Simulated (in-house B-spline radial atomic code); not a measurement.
## The arsenic ion As²⁺: [He] 2s1 2p6 3s2 3p6 (3d3/2)3 (3d5/2)6 4s2 4p3 (with a hole in an inner shell)

Computed with a radial B-spline atomic code at the basis-set limit: Dirac-Kohn-Sham LDA VWN5, spherical fractional occupations, Fermi nucleus of rms radius 4.0968 fm.

Z_r = [3n² - l(l+1)]/(2<r>); Z_e = n√(-2ε); the last column is Slater's effective charge. Values are occupation-weighted means over j.

| shell | electrons | ε (eV) | <r> (bohr) | Z_r | Z_e | Slater |
| --- | --- | --- | --- | --- | --- | --- |
| 1s | 2 | -11822 | 0.04553 | 32.95 | 29.48 | 32.70 |
| 2s | 1 | -1575.8 | 0.2013 | 29.81 | 21.52 | 29.20 |
| 2p | 6 | -1400 | 0.1755 | 28.49 | 20.29 | 29.20 |
| 3s | 2 | -240.5 | 0.5822 | 23.19 | 12.61 | 22.60 |
| 3p | 6 | -184.22 | 0.5924 | 21.10 | 11.04 | 22.60 |
| 3d | 9 | -90.647 | 0.6056 | 17.34 | 7.74 | 13.20 |
| 4s | 2 | -40.303 | 1.648 | 14.56 | 6.88 | 8.15 |
| 4p | 3 | -27.836 | 1.899 | 12.11 | 5.72 | 8.15 |

The least bound orbital is 4p3/2 at -27.65 eV, and it is also the most diffuse (<r> = 1.908 bohr). The part-filled 2s shell lies below the filled 4s shell in orbital energy.

For the 1s electron the small component carries 1.42 % of the norm, the zero-frequency Breit interaction raises the level by 17.49 eV, self-energy by 9.296 eV, and vacuum polarisation lowers it by 0.9139 eV.
